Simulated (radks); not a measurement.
The numbers below are computed, except where a source is named.
Problem. Species: Cu V. Configuration: [Ar] 3d7. Level of theory: non-relativistic Kohn-Sham, PBE, spin-unpolarised, spherical densities, point nucleus (a radial shooting solver on a logarithmic mesh with Libxc functionals). Some entries of the table are withheld. Estimate them.

| orbital | occ. | eigenvalue (hartree) | <r^2> (bohr^2) | <r> (bohr) |
|---|---|---|---|---|
| 1s | 2 | (1) | 0.003751 | 0.05291 |
| 2s | 2 | -40.88741 | 0.06712 | (2) |
| 2p | 6 | -36.16994 | 0.05291 | 0.2078 |
| 3s | 2 | -6.61878 | 0.5775 | 0.7084 |
| 3p | 6 | -5.13531 | 0.6241 | 0.7296 |
| 3d | 7 | (3) | 0.8024 | (4) |

Solution. 
(1) 1s eigenvalue (hartree): -324.0495
(2) 2s <r> (bohr): 0.2387
(3) 3d eigenvalue (hartree): -2.62225
(4) 3d <r> (bohr): 0.8023
